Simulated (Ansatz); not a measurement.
Calculated with Ansatz (gas phase, PBE0-D4/def2-TZVP geometries, no zero-point term in ΔE). CCSD(T)/CBS is the MP2 limit (def2-TZVPP, def2-QZVPP) plus CCSD(T) − MP2 in def2-TZVPP, frozen cores. This one scheme is used for every species. DFT in def2-TZVPP. B3LYP here is the variant with VWN-RPA as its local correlation; programs differ in this. def2 core potentials past Kr. For Sn outer-core shells are correlated without core-valence functions, which leaves a few kJ/mol of doubt a bond. Each species was taken in one conformer, which may not be the lowest.

`[OH][SnH2][SH]` + fluoromethane → `F[CH2][SnH2][SH]` + H₂O  (formal exchange of groups at the Sn–O bond)

`[OH][SnH2][SH]`:

```xyz
7

O    -0.794   -0.342    1.501
Sn    0.594   -0.234    0.117
S    -0.229    1.119   -1.684
H    -1.182    0.513    1.704
H     1.966    0.577    0.720
H     0.815   -1.857   -0.330
H    -1.171    0.224   -2.029
```

`CF`:

```xyz
5

C     0.014    0.055   -0.023
F    -0.295   -1.178    0.506
H     0.281    0.735    0.788
H    -0.856    0.441   -0.560
H     0.856   -0.053   -0.711
```

`F[CH2][SnH2][SH]`:

```xyz
9

F    -0.358   -1.341   -1.443
C    -0.290    0.037   -1.307
Sn    0.589    0.506    0.618
S    -0.856   -0.443    2.286
H    -1.303    0.442   -1.368
H     0.309    0.438   -2.129
H     2.150   -0.174    0.727
H     0.609    2.186    0.917
H    -0.851   -1.652    1.699
```

H₂O:

```xyz
3

O    -0.135    0.105    0.350
H     0.624    0.464   -0.114
H    -0.489   -0.569   -0.236
```

```
             level  ΔE (kJ/mol)  difference from CCSD(T)/CBS
         revPBE-D4         53.5                         -3.1
         r2SCAN-D4         61.0                          4.4
          B3LYP-D4         59.9                          3.3
        r2SCAN0-D4         58.6                          2.0
           LC-ωPBE         60.0                          3.4
     CCSD/def2-SVP         63.9                          7.3
  CCSD(T)/def2-SVP         63.5                          6.9
     HF/def2-TZVPP         74.3                         17.7
CCSD(T)/def2-TZVPP         56.4                         -0.2
SCS-MP2/def2-QZVPP         63.2                          6.6
       CCSD(T)/CBS         56.6                            0
```

Largest T1 diagnostic among the species: 0.013.

The D4 term adds −4.5 kJ/mol with B3LYP and −2.6 kJ/mol with PBE0; it sums over pairs of atoms, weighted by their polarisabilities, and B3LYP, whose exchange is more repulsive, gets the larger term. In def2-TZVPP, CCSD(T) changes the Hartree–Fock value by −18.0 kJ/mol (the triples alone add −1.0 kJ/mol) and MP2 by −16.6 kJ/mol. Leaving LDA and LC-ωPBE aside and taking each functional with its dispersion term where it has one, the values, not all of them listed here, spread over 14.9 kJ/mol, from HSE06-D4 to B97M-V. LDA lies −7.6 kJ/mol from PBE without D4.
